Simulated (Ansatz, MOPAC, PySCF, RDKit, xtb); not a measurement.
Complex: NH3 (SMILES N) (first 4 atoms) with H2S (SMILES S); geometry from B3LYP-D3(BJ)/def2-TZVP, rigid monomers moved along the line of their centres of mass till N1···H7 is 1.94 Å.
(charge 0, multiplicity 1):
```xyz
7

N      0.0062     0.1635     0.3251
H     -0.7772    -0.4607     0.1701
H     -0.1930     1.0317    -0.1588
H      0.8211    -0.2526    -0.1111
S      0.6277     0.7742     3.5011
H     -0.3436    -0.0357     3.9510
H      0.3495     0.5049     2.1997
```

| level | interaction energy (kJ/mol) | minus CCSD(T)/CBS(aug-cc-pV(D+d)Z, aug-cc-pV(T+d)Z) | cost |
|---|---|---|---|
| MMFF94 | -10.8 | 0.5 | - |
| AM1 | 1.6 | 13.0 | - |
| PM3 | -6.8 | 4.6 | - |
| PM6 | -15.4 | -4.1 | - |
| PM7 | -14.8 | -3.4 | - |
| GFN1-xTB | -12.5 | -1.1 | - |
| GFN2-xTB | -22.6 | -11.3 | - |
| HF/STO-3G (no counterpoise) | -4.7 | 6.7 | - |
| HF/6-31G* | -3.9 | 7.5 | - |
| HF/6-31G* (no counterpoise) | -9.0 | 2.4 | - |
| HF/aug-cc-pV(D+d)Z | 3.0 | 14.4 | - |
| HF/aug-cc-pV(T+d)Z | 3.4 | 14.8 | - |
| PBE/def2-TZVPPD | -15.3 | -3.9 | ×1 |
| PBE-D3(BJ)/def2-TZVPPD | -18.7 | -7.3 | ×1 |
| BP86/6-31G* (no counterpoise) | -26.5 | -15.1 | - |
| r2SCAN/def2-TZVPPD | -14.2 | -2.9 | ×1 |
| r2SCAN-D3(BJ)/def2-TZVPPD | -15.5 | -4.1 | ×1 |
| B3LYP/3-21G (no counterpoise) | -47.1 | -35.7 | - |
| B3LYP/6-31G* | -17.5 | -6.1 | - |
| B3LYP/6-31G* (no counterpoise) | -22.9 | -11.6 | - |
| B3LYP/6-311+G** (no counterpoise) | -14.4 | -3.0 | - |
| B3LYP/def2-TZVPPD | -8.4 | 2.9 | ×1 |
| B3LYP-D4/def2-TZVPPD | -13.5 | -2.2 | ×1 |
| PBE0/def2-TZVPPD | -13.8 | -2.4 | ×1 |
| PBE0-D3(BJ)/def2-TZVPPD | -16.9 | -5.5 | ×1 |
| PBE0-D4/def2-TZVPPD | -16.7 | -5.3 | ×1 |
| M06-2X/6-31G* (no counterpoise) | -24.7 | -13.3 | - |
| wB97M-V/def2-TZVPPD | -10.5 | 0.9 | ×3 |
| MP2/6-31G* | -11.1 | 0.3 | - |
| MP2/6-31G* (no counterpoise) | -20.0 | -8.6 | - |
| MP2/aug-cc-pV(D+d)Z | -9.0 | 2.3 | - |
| MP2/aug-cc-pV(T+d)Z | -11.9 | -0.5 | - |
| MP2/CBS(aug-cc-pV(D+d)Z, aug-cc-pV(T+d)Z) | -13.2 | -1.8 | - |
| SCS-MP2/aug-cc-pV(D+d)Z | -4.7 | 6.7 | - |
| SCS-MP2/aug-cc-pV(T+d)Z | -7.3 | 4.1 | - |
| CCSD/aug-cc-pV(D+d)Z | -4.4 | 7.0 | - |
| CCSD/aug-cc-pV(T+d)Z | -7.3 | 4.1 | - |
| CCSD(T)/aug-cc-pV(D+d)Z | -6.3 | 5.1 | ×4 |
| CCSD(T)/aug-cc-pV(T+d)Z | -9.8 | 1.6 | ×40* |
| CCSD(T)/CBS(aug-cc-pV(D+d)Z, aug-cc-pV(T+d)Z) | -11.4 | 0.0 | ×50* |

 The comparison column counts from a level with limits of its own.

The rows run from -47.1 (B3LYP/3-21G (no counterpoise)) to 3.4 kJ/mol (HF/aug-cc-pV(T+d)Z). In aug-cc-pV(T+d)Z the value moves HF 3.4, MP2 -11.9, CCSD -7.3, CCSD(T) -9.8, a shift of -13.1 from HF to CCSD(T). From aug-cc-pV(D+d)Z to aug-cc-pV(T+d)Z CCSD(T) changes by -3.5. The dispersion term adds -3.4 in PBE-D3(BJ), -1.2 in r2SCAN-D3(BJ), -5.1 in B3LYP-D4. The 5 functionals in def2-TZVPPD without D3 or D4 span 6.9, from PBE to B3LYP.

Counterpoise-corrected where a basis set is named; no monomer relaxation. Rows marked so take none.

Cores are frozen in the correlated methods. CBS(a, b) extrapolates the correlation energy as X⁻³ and adds the Hartree–Fock energy of set b. Rows in 3-21G, 6-311+G**, 6-31G*, STO-3G carry no dispersion term and start afresh at each structure (6-31G* with six Cartesian d functions). MP2/6-31G* freezes PySCF's default core. The state that AM1, PM3, PM6, PM7 reach isn't checked; PM7 holds dispersion and hydrogen-bond terms.

The values were computed with Ansatz (Gaussian orbitals); MOPAC for AM1, PM3, PM6, PM7 (differences of heats of formation); PySCF for 3-21G rows, 6-311+G** rows, 6-31G* rows, STO-3G rows, the dispersion terms; RDKit for the force fields; xtb for the GFN methods. Values without a source in brackets are computed.

Costs are rough ratios of core time to PBE/def2-TZVPPD (about 4 s over the structures, on one shared machine); a dash marks a level with no comparable run of its own. A star marks coupled-cluster runs past 200 virtual orbitals, where the program's memory plan changes under this machine's limit, so their costs aren't comparable with smaller runs.

Ansatz is a program for electronic structure.
